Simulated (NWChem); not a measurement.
System: C₂H₆OSi₂; SMILES O=C1C[SiH2][SiH2]1

```xyz
11

O      0.4088    -2.2367     0.3100
C      0.2303    -1.1136    -0.0717
C      1.3171    -0.1031    -0.4395
Si     0.4414     1.4807     0.2116
Si    -1.3832     0.0366    -0.0858
H      2.3244    -0.3972    -0.1061
H      1.3255    -0.0095    -1.5431
H      0.6298     2.6898    -0.6408
H      0.7765     1.7808     1.6347
H     -1.9871     0.1167    -1.4527
H     -2.4391    -0.2300     0.9335
```
Atoms are numbered in this order, from 1.

Program: NWChem. Pople sets run with spherical d functions. All runs use the structure optimised with PBE0/def2-SVP. Ions are spin-unrestricted doublets at the neutral geometry; other ion states weren't tried.

Q: Among these, which level gives the lowest value of “vertical ionisation energy, ΔSCF (eV)”?
A) CAM-B3LYP/STO-3G
B) CAM-B3LYP/6-31+G*
C) CAM-B3LYP/6-31G*
D) CAM-B3LYP/3-21G

A: A, CAM-B3LYP/STO-3G. Values: CAM-B3LYP/STO-3G 5.97; CAM-B3LYP/3-21G 8.52; CAM-B3LYP/6-31G* 8.54; CAM-B3LYP/6-31+G* 8.75
